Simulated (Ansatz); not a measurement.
Program: Ansatz. Geometries: PBE0-D4/def2-TZVP. ΔE: electronic, gas phase. CCSD(T)/CBS is the MP2 limit (def2-TZVPP, def2-QZVPP) plus CCSD(T) − MP2 in def2-TZVPP, frozen cores. Functionals use def2-TZVPP. B3LYP here is the variant with VWN-RPA as its local correlation; programs differ in this. For Ge, Se outer-core shells are correlated without core-valence functions, which leaves a few kJ/mol of doubt a bond. Scalar relativity is left out up to krypton. One conformer a species, not always the lowest.

`N=COC[SeH]` + `[Cl][GeH]([Cl])[Cl]` → `[Cl][Ge]([Cl])([Cl])[SeH]` + `COC=N`  (formal exchange of groups at the Se–C bond)

| level | ΔE (kJ/mol) |
| --- | --- |
| B3LYP-D4 | -126.2 |
| r2SCAN | -124.0 |
| HF/def2-QZVPP | -122.4 |
| HF/CBS(def2) | -122.2 |

Q: What does CCSD(T)/CBS give? (Estimate.)

A: Ansatz gave: -121.5 kJ/mol. The listed levels differ from it by -4.7, -2.5, -0.9, -0.7 kJ/mol.

Largest T1 diagnostic among the species: 0.014.

From PBE to PBE0 (25 % exact exchange), in def2-TZVPP and without D4, ΔE moves by −3.4 kJ/mol. The D4 term adds −6.1 kJ/mol with B3LYP and −3.3 kJ/mol with PBE0; it sums over pairs of atoms, weighted by their polarisabilities, and B3LYP, whose exchange is more repulsive, gets the larger term.
